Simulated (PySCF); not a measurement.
Excitations are Tamm–Dancoff values on a coarser integration grid. The basis has no diffuse functions, so Rydberg states are missing or too high.

Z-matrix (Å, degrees):
```
B
O 1 1.3406
H 2 0.9620 1 113.34
Cl 1 1.7451 2 118.82 3 -180.00
Cl 1 1.7615 2 121.34 3 0.00
```
Charge 0, multiplicity 1.

### Question
Predict the total energy, S1 excitation (TDA), T1 excitation (TDA), brightest of the four lowest singlets (TDA) and S1–T1 gap (TDA) from PBE0-D3(BJ)/def2-TZVP run with PySCF.

### Answer

```
Quantity                                           Result
-------------------------------------------  ------------
total energy                                 -27779.40 eV
S1 excitation (TDA)                               6.99 eV
T1 excitation (TDA)                               6.79 eV
brightest of the four lowest singlets (TDA)       8.03 eV
S1–T1 gap (TDA)                                   0.20 eV
```
